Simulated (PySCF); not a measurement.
# Calcium: a sound run and one with changed settings

Sound run: Ca [Ar] 4s2, Ca⁺ [Ar] 4s1. Computed with PySCF 2.14 in x2c-SVPall (5s3p2d, 24 functions), with scalar relativity by spin-free X2C-1e. The sound run starts from symmetry-adapted Hartree-Fock orbitals and uses a fine grid where one is needed.

Changed run: initial guess 1e, at most 50 SCF cycles, level shift 0.5 hartree.

```
species  method  sound run (hartree)  changed run (hartree)  converged
     Ca     UHF           -679.52012             -679.26725        yes
     Ca     LDA           -678.47175             -678.47175         no
     Ca     PBE           -680.12186             -680.12186        yes
    Ca⁺     UHF           -679.33084             -679.24458        yes
    Ca⁺     LDA           -678.23998             -678.23918         no
    Ca⁺     PBE           -679.89543             -679.89485         no
```

The plain start fixes occupations by D2h representation alone, and Ca at UHF, Ca⁺ at UHF landed in another state (other ⟨L²⟩ or ⟨S²⟩). A level shift slows the SCF but leaves a converged energy unchanged.
